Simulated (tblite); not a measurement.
Compound: C₆H₆N₄.
SMILES with atom numbers: `[CH3:1][c:2]1[n:3][n:4][n:5][c:6]([C:7]#[N:8])[c:9]1[CH3:10]` (hydrogens: H11, H12, H13 on C1; H14, H15, H16 on C10)

The geometry is computed with GFN2-xTB (gas phase).

Q: List the bond lengths and angles at this level.

A: 
| bond | length (Å) |
| --- | --- |
| C1–C2 | 1.488 |
| C2–N3 | 1.328 |
| N3–N4 | 1.291 |
| N4–N5 | 1.279 |
| N5–C6 | 1.340 |
| C6–C7 | 1.422 |
| C7≡N8 | 1.145 |
| C6–C9 | 1.399 |
| C9–C10 | 1.487 |
| C2–C9 | 1.406 |
| C1–H11, C1–H12, C1–H13 | 1.088 |
| C10–H14, C10–H15, C10–H16 | 1.089 |

Bonds in one row agree within 0.01 Å and their mean is given. A selection of angles:
| angle | degrees |
| --- | --- |
| C1–C2–N3 | 117.1 |
| C1–C2–C9 | 122.4 |
| N3–C2–C9 | 120.5 |
| C2–N3–N4 | 121.4 |
| N3–N4–N5 | 122.6 |
| N4–N5–C6 | 120.1 |
| N5–C6–C7 | 116.9 |
| N5–C6–C9 | 121.6 |
| C7–C6–C9 | 121.5 |
| C6–C7–N8 | 178.8 |
| C6–C9–C10 | 123.4 |
| C2–C9–C6 | 113.8 |
| C2–C9–C10 | 122.9 |

The 5 C–C bonds span 1.399 Å (C6–C9, aromatic) to 1.488 Å (C1–C2, drawn single), a spread of 0.089 Å. The 10 heavy atoms lie in one plane (0.003 Å rms). Of the pairs four or more bonds apart, C7···H16 is among the closest relative to their van der Waals radii: 2.50 Å, 86 % of the sum of Bondi's values. N5 (pyridine-type nitrogen) is bent (angle 120.1°). N4 (pyridine-type nitrogen) is bent (angle 122.6°). The C–N distances run from 1.145 Å (C7≡N8, drawn triple) to 1.340 Å (N5–C6, aromatic), a spread of 0.195 Å. The 6-membered ring C2–N3–N4–N5–C6–C9 has internal angles of 113.8° to 122.6° (sum 720°, against 720° for a flat polygon); it is planar, 0.00 Å rms from its mean plane, widest ring torsion 0°.

Point group: Cs (every atom within 0.08 Å of its image). Its GFN2-xTB frequencies are all real (lowest 60 cm⁻¹).

On Arm Neoverse V1, one thread, no GPU, on a shared host, this took 0.78 s wall. This is the geometry optimisation.
